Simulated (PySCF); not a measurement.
C₄H₁₂OSi.
Atom-mapped SMILES: `[CH3:1][O:2][CH2:3][C@H:4]([CH3:5])[SiH3:6]` (hydrogens: H7, H8, H9 on C1; H10, H11 on C3; H12 on C4; H13, H14, H15 on C5; H16, H17, H18 on Si6)

A linear-response calculation (PySCF, def2-SVPD basis, gas phase, vertical, core orbitals frozen in the response) gave these numbers; the functional is withheld.

Orbital energies (eV): HOMO-3 -10.60, HOMO-2 -10.44, HOMO-1 -9.61, HOMO -9.04, LUMO 1.20, LUMO+1 1.67, LUMO+2 1.84.

```tsv
state	E (eV)	f	main configurations (H = HOMO, L = LUMO)
S1	7.23	0.031	H→L (78%), H→L+1 (9%)
S2	7.86	0.0027	H-1→L (52%), H→L+1 (25%), H-1→L+1 (9%)
S3	8.07	0.0050	H→L+1 (46%), H-1→L (23%), H-1→L+1 (9%)
S4	8.19	0.020	H→L+5 (21%), H→L+4 (18%), H→L+2 (17%)
S5	8.47	0.015	H→L+3 (36%), H-1→L+3 (22%)
S6	8.54	0.078	H→L+4 (28%), H-1→L+3 (14%), H→L+5 (12%)
```

Triplets (Tamm–Dancoff): T1 7.03 eV, H→L (74%); T2 7.57 eV, H-1→L (44%), H-1→L+1 (18%), H→L+1 (12%); T3 7.88 eV, H→L+5 (24%), H→L+1 (18%), H→L+2 (12%); T4 7.93 eV, H→L+1 (45%), H→L+4 (12%), H-1→L+1 (8%).

Vertical ionisation energy by ΔSCF with the same functional: 9.84 eV. Mean static polarisability: 83.6 au.

Task: Which of these was used?
A. CAM-B3LYP
B. HF
C. PBE
D. PBE0

Result: A. CAM-B3LYP is range-separated, 19% exact exchange at short range and 65% at long range (ω = 0.33 bohr⁻¹). In this run −ε(HOMO) = 9.04 eV differs from the ΔSCF value by -0.80 eV, and S1 differs from the orbital gap of 10.24 eV by -3.01 eV. The ratio −ε(HOMO)/IP is 0.92. Small neutral molecules mostly give 0.85 to 0.93 with CAM-B3LYP, 0.5 to 0.7 with PBE, 0.7 to 0.83 with PBE0; with Hartree–Fock the ratio is 1 or more (Koopmans' value less the relaxation energy is the ΔSCF value). The other options: PBE, a GGA without exact exchange; HF, time-dependent Hartree–Fock, 100% exact exchange; PBE0, a global hybrid with 25% exact exchange.

The calculation used TDDFT CAM-B3LYP/def2-SVPD, vertical, gas phase, core orbitals frozen in the response (PySCF 2.14.0, density-fitted response routines). Geometry: PBE0-D3(BJ)/def2-SVP, one conformer, isolated molecule.

Conformer computed: `[CH3:1][O:2][CH2:3][C@H:4]([CH3:5])[SiH3:6]`: C1–O2–C3–C4 179°, O2–C3–C4–C5 72°.
